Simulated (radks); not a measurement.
Spin polarisation of the 5p2 shell in Sn. Start: [Kr] 4d10 5s2 5p(up 1, down 1); electrons of 5p are moved from spin down to spin up, other shells keep equal spins. Calculated with a radial shooting solver on a logarithmic mesh with Libxc functionals: non-relativistic Kohn-Sham, PBE, spin-polarised, spherical densities, point nucleus.

| moment (Bohr magnetons) | E - E(0) (eV) | e(5p up) (eV) | e(5p down) (eV) | 5s down minus up (eV) |
|---|---|---|---|---|
| 0 | 0.000 | -3.770 | -3.770 | 0.000 |
| 0.5 | -0.039 | -3.916 | -3.601 | 0.302 |
| 1 | -0.158 | -4.042 | -3.410 | 0.605 |
| 1.5 | -0.356 | -4.146 | -3.195 | 0.911 |
| 2 | -0.634 | -4.231 | -2.947 | 1.217 |

At moment 2 the spin-polarisation energy is -0.634 eV and the 5p exchange splitting 1.284 eV, that is 0.642 eV per Bohr magneton; E = -I m^2/4 would give I = 0.634 eV.
